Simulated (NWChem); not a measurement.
C$_{4}$H$_{6}$S; SMILES C#CCSC

```xyz
11

C     -0.4985    -2.4972    -0.2887
C      0.1730    -1.5515     0.0494
C      0.9529    -0.3959     0.4715
S      0.4406     1.1946    -0.3213
C     -1.2896     1.2867     0.2536
H     -1.0756    -3.3385    -0.5983
H      2.0072    -0.5152     0.1973
H      0.9123    -0.2806     1.5612
H     -1.7275     2.1747    -0.2098
H     -1.3448     1.3902     1.3418
H     -1.8480     0.4027    -0.0659
```
Atoms are numbered in this order, from 1.

Computed with NWChem. Medium grid unless said otherwise, to which SCAN and Minnesota functionals are sensitive. All runs use the structure optimised with B3LYP/6-31G* (spherical d). Total energies of different functionals are on different scales.

| level | energy (Ha) | highest occupied level (eV) | orbital gap (eV) | dipole (D) |
|---|---|---|---|---|
| PBE/def2-TZVP | -553.8360 | -5.32 | 4.47 | 1.22 |
| B3LYP/def2-TZVP | -554.2454 | -6.33 | 6.26 | 1.24 |
| PBE0/def2-TZVP | -553.8854 | -6.56 | 6.72 | 1.28 |
| TPSSh/def2-TZVP | -554.2515 | -5.91 | 5.65 | 1.29 |
| r2SCAN/def2-TZVP | -554.0938 | -5.56 | 4.95 | 1.30 |
| PW6B95/def2-TZVP | -554.7464 | -6.64 | 6.89 | 1.23 |
